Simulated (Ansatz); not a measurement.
A run for Ansatz (an electronic-structure program): R-wB97M-V/def2-TZVPPD on GeH4 (SMILES [GeH4]) with ghost functions, monomers drawn apart or pushed together. Files ending in .json are basis or fitting sets from the Basis Set Exchange.

Ansatz 0.2 input:
```yaml
crystal:
  periodic: [false, false, false]
  atoms:
    - {symbol: Ge, position_ang: [-0.01560906, -0.12325486, 3.32939800]}
    - {symbol: H, position_ang: [-0.95094365, 1.02757243, 2.93494737]}
    - {symbol: H, position_ang: [1.41035705, 0.18079931, 2.84900689]}
    - {symbol: H, position_ang: [-0.50605749, -1.43271818, 2.69710877]}
    - {symbol: H, position_ang: [-0.01181878, -0.27071211, 4.86102713]}
basis:
  gaussian:
    orbitals: def2-TZVPPD.json
    ghost_atoms:
      - {symbol: C, position_ang: [0.60878869, 0.32711738, -0.00530544]}
      - {symbol: C, position_ang: [-0.56063943, 0.07344282, -0.02098709]}
      - {symbol: H, position_ang: [1.64718112, 0.55186810, 0.01357255]}
      - {symbol: H, position_ang: [-1.59899138, -0.15205459, -0.03260470]}
hamiltonian:
  xc: {name: wB97M-V}
scf: {lower_state_search: off}
```

The head of its log:

```
WARN ansatz: RAYON_NUM_THREADS=1 ignored (pool sized by the plan → 1); use --threads N
Functional definition: wB97M-V
these checks for a lower state are left out or cut short: stability, starts, cluster_reference, orbital_swaps, neighbouring_geometries, increment
integrals: 0.18 GiB planned
1066 factors; their error is unknown
integrals: 0.22 GiB planned
321 factors; integrals over basis functions are off by at most 3.9e-5 eV
mean field: 1.48 GiB planned
mean field evaluation 1: about -56578.9661 eV, gradient 1.5e1 eV
mean field evaluation 2: about -56579.0700 eV, gradient 1.4e1 eV
```

Problem. Predict the final total energy.

Solution. -2079.2520 hartree.
